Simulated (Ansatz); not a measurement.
Li2O (SMILES [Li][O][Li]) at its HF/def2-TZVPP minimum, average atomic masses, point group D∞h.
(charge 0, multiplicity 1):
```json
[
 {"atom": "Li", "x (Å)": "0.0000", "y (Å)": "0.0000", "z (Å)": "-1.5966"},
 {"atom": "O", "x (Å)": "0.0000", "y (Å)": "0.0000", "z (Å)": "0.0000"},
 {"atom": "Li", "x (Å)": "0.0000", "y (Å)": "0.0000", "z (Å)": "1.5966"}
]
```

Run with Ansatz (a program for electronic structure) with Gaussian orbitals. 

Harmonic frequencies (cm⁻¹): 155 155 844 1114.

Q: Work out the rotational constants, the zero-point energy, and the ideal-gas entropy and heat capacity at 298.15 K and 1 bar (rigid rotor, harmonic oscillator).

A: 
Principal moments 35.382 u Å² give 16.8576/I = 0.4764 cm⁻¹. Zero point: Σω/2 = 1134 cm⁻¹ = 3.24 kcal/mol. Translation R(1.5 ln M + 2.5 ln T − 1.1517) with M = 29.879 u: 151.22 J/(mol K). Rotation with σ = 2: q = 217.5, S = R(ln q + 1) = 53.06. Vibration, summed over R(u/(eᵘ − 1) − ln(1 − e⁻ᵘ)) with u = 1.43878ω/T: 22.80, of which the lowest mode gives 10.91. S° = 227.1 J/(mol K); C_p = 7R/2 + 19.42 = 48.52 J/(mol K).
